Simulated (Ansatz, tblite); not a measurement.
Cost and result up the ladder for the cluster Pb2O (the lowest singlet isomer of a short search) (3 atoms). The state is a singlet with charge 0. Geometry: PBE0-D4/def2-TZVP.

```xyz
3

Pb   -0.502    1.440    0.365
Pb   -0.191   -1.162   -1.036
O     0.692   -0.278    0.671
```

Ansatz on 4 threads of Arm Neoverse V2 on a shared host; xTB runs through tblite on one thread. Times are rough, summed over both states, and most runs start from the orbitals of an earlier one. PBE0-D4/def2-TZVP serves as the yardstick here, not as an exact answer. The other state is a doublet.

In the def2 sets Pb takes a core potential; there is no spin–orbit coupling. The xTB rows come from tblite. The structure comes from a short search, and lower isomers may exist.

Run but left out: HF/def2-TZVPP, r2SCAN-D4/def2-TZVP, MP2/def2-TZVPP, CCSD/def2-TZVPP, CCSD(T)/def2-TZVPP (singlet: restricted singlet, unstable towards broken spin symmetry).

Raw xTB energies of ions are shifted by several eV.

```
                         level  functions  wall time  vertical IE (eV)  difference from PBE0-D4/def2-TZVP (eV)
                      GFN1-xTB         12    0.002 s             10.12                                    3.81
                      GFN2-xTB         12    0.002 s             10.78                                    4.47
PBE-D4/def2-TZVP (with forces)        131      2.3 s              6.32                                    0.01
             PBE0-D4/def2-TZVP        131      3.1 s              6.31                                    0.00
```
